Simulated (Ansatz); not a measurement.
ZnH2. Total charge 0; singlet. Geometry r2SCAN-D4/def2-TZVP, basis def2-TZVP, Ansatz.

```xyz
3

Zn    0.000    0.000    0.000
H     0.792    0.732    1.087
H    -0.792   -0.732   -1.087
```

| run | HOMO (eV) | LUMO (eV) |
| --- | --- | --- |
| A | -8.23 | -0.36 |
| B | -7.62 | -1.02 |
| C | -10.85 | 1.13 |
| D | -8.03 | -0.67 |
| E | -9.44 | 0.06 |
| F | -7.17 | -0.93 |

LC-ωPBE has ω = 0.4 bohr⁻¹. HSE06 is defined as in plane-wave codes, on full-range PBE exchange.

Problem. The runs used CAM-B3LYP, HSE06, LC-ωPBE, PBE0, r2SCAN, r2SCAN0. Estimate which is which.

Solution. A r2SCAN0 (25 % exact exchange); B HSE06 (range-separated); C LC-ωPBE (range-separated); D PBE0 (25 % exact exchange); E CAM-B3LYP (range-separated); F r2SCAN (0 % exact exchange). Exact exchange lowers occupied and raises empty levels; among semilocal functionals meta-GGAs tend to open the gap a little, and such runs are hard to tell apart. The gap grows from 6.24 eV (r2SCAN) to 11.97 eV (LC-ωPBE).
